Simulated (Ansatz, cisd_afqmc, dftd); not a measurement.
Species: AsO, charge 0, doublet. AsO (SMILES [As]=O, doublet).
B3LYP-D3(BJ)/def2-TZVP minimum from Ansatz (an electronic-structure program):
```
As
O 1 1.6262
```
Charge 0, spin multiplicity 2.

Wanted: atomisation energy (electronic, to ground-state atoms), in kcal/mol. Open shells are spin-unrestricted; no spin-orbit coupling. Correlated methods leave the cores frozen (noble-gas shells, and filled d and f shells in the p block). No relativity. AFQMC is phaseless with a CISD trial state; ± is one standard error, without the phaseless bias. Outlying blocks are dropped, and bars are widened where a walk drifts. Over all cases where full CI ran beside it in this data, AFQMC minus full CI had a median of +0.1 mEh and passed +0.4 mEh in a tenth of the cases. CBS(X,Y): correlation extrapolated as X^-3, Hartree-Fock from the larger set (Q,5: extrapolated as (X+1)exp(-9√X)). A bracket is a step between two methods taken in the basis named. The UHF reference of AsO (O=[As], doublet) is spin-contaminated (<S^2> up to 0.47 over the pure value in the sets run). The determinant of AsO (O=[As], doublet) is a saddle point of the SCF energy; a lower one exists, which strains HF and MP2.

```csv
level,program,atomisation energy (kcal/mol),difference against the last row
HF/cc-pV5Z,Ansatz,26.1,-88.4
r2SCAN-D4/def2-TZVPD,Ansatz + dftd4,115.6,1.1
CAM-B3LYP-D4/def2-TZVPD,Ansatz + dftd4,115.4,0.9
CAM-B3LYP/def2-TZVPD,Ansatz,115.0,0.5
CCSD/cc-pVDZ,Ansatz,78.1,-36.4
CCSD(T)/cc-pVTZ,Ansatz,104.7,-9.8
"CCSD(T)/CBS(cc-pVQZ,cc-pV5Z)",Ansatz,114.3,-0.2
CCSDT(Q)/cc-pVTZ,Ansatz,105.6,-8.9
CCSDT(Q)/cc-pVQZ,Ansatz,111.3,-3.2
"CCSD(T)/CBS(cc-pVQZ,cc-pV5Z) + [AFQMC/CISD - CCSD(T)]/cc-pVDZ",Ansatz + cisd_afqmc,115.7 ± 0.3,1.2
"CCSD(T)/CBS(cc-pVQZ,cc-pV5Z) + [CCSDT(Q) - CCSD(T)]/cc-pVQZ + [CCSDTQ - CCSDT(Q)]/cc-pVDZ",Ansatz,114.5,0.0
```
